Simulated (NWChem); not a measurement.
The numbers come from NWChem runs, not from measurements. System: H$_{2}$BeS, charge 0, spin multiplicity 1, at a geometry optimised with B3LYP/def2-SVP. The structure started from a generated list of species. Level: real-time TD-PBE0/6-31G* (spherical d).

Job file:

```
start mol
memory heap 200 mb stack 900 mb global 1100 mb
geometry "system" units angstroms nocenter noautoz noautosym
  Be     0.629021    -1.278236     0.000000
  H      1.252215    -2.448269     0.000000
  S     -0.290007     0.403526     0.000000
  H      0.871809     1.104788     0.000000
end
set geometry "system"
basis spherical
  * library 6-31g*
end
dft
  xc pbe0
  semidirect memsize 60000000 filesize 0
  iterations 100
  convergence energy 1e-10 density 1e-9 gradient 1e-8
  tolerances tight
end
task dft energy
rt_tddft
  tmax 150.0
  dt 0.2
  tag "kick"
  print dipole
  field "kick"
    type delta
    polarization y
    max 0.0001
  end
  excite "system" with "kick"
end
task dft rt_tddft
```

Part of the output:

```
             Northwest Computational Chemistry Package (NWChem) 7.3.0
             --------------------------------------------------------

                                NWChem Input Module
                                -------------------

 Scaling coordinates for geometry "system" by  1.889725989
 (inverse scale =  0.529177249)

                              Geometry "system" -> ""
                              -----------------------

 Output coordinates in angstroms (scale by  1.889725989 to convert to a.u.)

  No.       Tag          Charge          X              Y              Z
 ---- ---------------- ---------- -------------- -------------- --------------
    1 Be                   4.0000     0.62902100    -1.27823600     0.00000000
    2 H                    1.0000     1.25221500    -2.44826900     0.00000000
    3 S                   16.0000    -0.29000700     0.40352600     0.00000000
    4 H                    1.0000     0.87180900     1.10478800     0.00000000

 Effective nuclear repulsion energy (a.u.)      29.1507154131

            Nuclear Dipole moment (a.u.)
            ----------------------------
        X                 Y               Z
 ---------------- ---------------- ----------------
    -0.0000075589    -0.0000170075     0.0000000000


 Summary of "ao basis" -> "" (spherical)
 ------------------------------------------------------------------------------
       Tag                 Description            Shells   Functions and Types
 ---------------- ------------------------------  ------  ---------------------
 *                           6-31g*                   on all atoms

                                 NWChem DFT Module
                                 -----------------

 Summary of "ao basis" -> "ao basis" (spherical)
 ------------------------------------------------------------------------------
       Tag                 Description            Shells   Functions and Types
 ---------------- ------------------------------  ------  ---------------------
 Be                          6-31g*                  6       14   3s2p1d
[...]
        20        0.00        3.46170438E-01
        21        0.00        3.88443133E-01
        22        0.00        4.17683579E-01
        23        0.00        4.55825419E-01
        24        0.00        5.58276113E-01
        25        0.00        6.33997541E-01
        26        0.00        6.57451525E-01
        27        0.00        7.54483004E-01
        28        0.00        7.56174872E-01
        29        0.00        8.76983869E-01
        30        0.00        8.96114734E-01
        31        0.00        9.30595135E-01
        32        0.00        1.06455871E+00
        33        0.00        1.10861018E+00
        34        0.00        1.12839613E+00
        35        0.00        1.21287586E+00
        36        0.00        1.74967715E+00

  int2e_file: Failed to allocate cache ... halving

kick      0.00000        ### Propagation started ###
kick      0.00000        ### Checks passed ###
kick      0.00000   0.000000000000E+000   1.000000000000E-004   0.000000000000E+000     # Applied E-field [system] (alpha spin)
kick      0.00000   0.000000000000E+000   1.000000000000E-004   0.000000000000E+000     # Applied E-field [system] (beta spin)
kick      0.00000   2.915071541307E+001     # Enuc
kick      0.00000  -6.286075996267E+002     # Ecore
kick      0.00000   2.146256962955E+002     # Ecoul
kick      0.00000  -2.913550973482E+001     # Exc(1)
kick      0.00000   0.000000000000E+000     # Exc(2)
kick      0.00000  -4.139666976529E+002     # Etot
kick      0.00000   2.273736754432E-013     # Eadded
kick      0.00000   4.086223964731E-001   3.659702635194E-002  -5.198095103254E-014     # Dipole moment [system]
kick      0.00000        ### Saved restart file ###
kick      0.00000   1.562982898662E-008     # Magnus interpol (matrix 1 of 1)
kick      0.00000                     2     # Magnus total interpolations
kick      0.20000   0.000000000000E+000   0.000000000000E+000   0.000000000000E+000     # Applied E-field [system] (alpha spin)
kick      0.20000   0.000000000000E+000   0.000000000000E+000   0.000000000000E+000     # Applied E-field [system] (beta spin)
kick      0.20000   2.915071541307E+001     # Enuc
kick      0.20000  -6.286075983471E+002     # Ecore
kick      0.20000   2.146256949546E+002     # Ecoul
kick      0.20000  -2.913550967200E+001     # Exc(1)
kick      0.20000   0.000000000000E+000     # Exc(2)
kick      0.20000  -4.139666976515E+002     # Etot
kick      0.20000   1.458772658225E-009     # Eadded
kick      0.20000   4.086223108092E-001   3.660762788951E-002  -5.172002084273E-014     # Dipole moment [system]
kick      0.20000   1.559670792517E-008     # Magnus interpol (matrix 1 of 1)
kick      0.20000                     2     # Magnus total interpolations
kick      0.40000   0.000000000000E+000   0.000000000000E+000   0.000000000000E+000     # Applied E-field [system] (alpha spin)
kick      0.40000   0.000000000000E+000   0.000000000000E+000   0.000000000000E+000     # Applied E-field [system] (beta spin)
kick      0.40000   2.915071541307E+001     # Enuc
...
kick     28.00000  -6.286076262574E+002     # Ecore
kick     28.00000   2.146257232995E+002     # Ecoul
kick     28.00000  -2.913550997724E+001     # Exc(1)
kick     28.00000   0.000000000000E+000     # Exc(2)
kick     28.00000  -4.139666975220E+002     # Etot
kick     28.00000   1.308771402364E-007     # Eadded
kick     28.00000   4.086406065466E-001   3.652006063858E-002  -4.300872219760E-014     # Dipole moment [system]
kick     28.00000   1.197042465151E-012     # Magnus interpol (matrix 1 of 1)
kick     28.00000                     2     # Magnus total interpolations
kick     28.20000   0.000000000000E+000   0.000000000000E+000   0.000000000000E+000     # Applied E-field [system] (alpha spin)
kick     28.20000   0.000000000000E+000   0.000000000000E+000   0.000000000000E+000     # Applied E-field [system] (beta spin)
kick     28.20000   2.915071541307E+001     #
```
